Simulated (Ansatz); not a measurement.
CH3BClF (`FCBCl`). The species carries charge 0 and has multiplicity 1. Geometry: relaxed with PBE0-D4/def2-TZVP. It is one conformer, not always the lowest.

```xyz
7

F     1.520   -0.432   -0.731
C     0.465   -0.498    0.154
B    -0.664    0.553   -0.057
Cl   -0.599    1.730   -1.325
H     0.027   -1.506    0.106
H     0.858   -0.398    1.178
H    -1.607    0.552    0.675
```

Task: What is the dipole moment at PBE/def2-TZVPP? (Estimate.)

Result: Computed: 1.77 D, with components (-0.88, -0.68, 1.38) D in this frame, pointing from negative to positive charge.

Task: And with r2SCAN, B3LYP, ωB97M-V? (An estimate is asked.)

Result: The calculation gave: r2SCAN 1.92 D, B3LYP 1.97 D, ωB97M-V 1.96 D.

Task: Give the Mulliken charges with PBE, r2SCAN, ωB97M-V in def2-TZVPP. (Best estimate.)

Result: Ansatz gave: 
| atom | PBE | r2SCAN | ωB97M-V |
| --- | --- | --- | --- |
| F1 | -0.20 | -0.24 | -0.23 |
| C2 | 0.06 | 0.14 | 0.08 |
| B3 | 0.04 | 0.09 | -0.04 |
| Cl4 | -0.09 | -0.10 | -0.08 |
| H5 | 0.09 | 0.05 | 0.10 |
| H6 | 0.09 | 0.05 | 0.10 |
| H7 | 0.02 | 0.01 | 0.08 |

B3LYP here is the variant with VWN-RPA as its local correlation; programs differ in this.
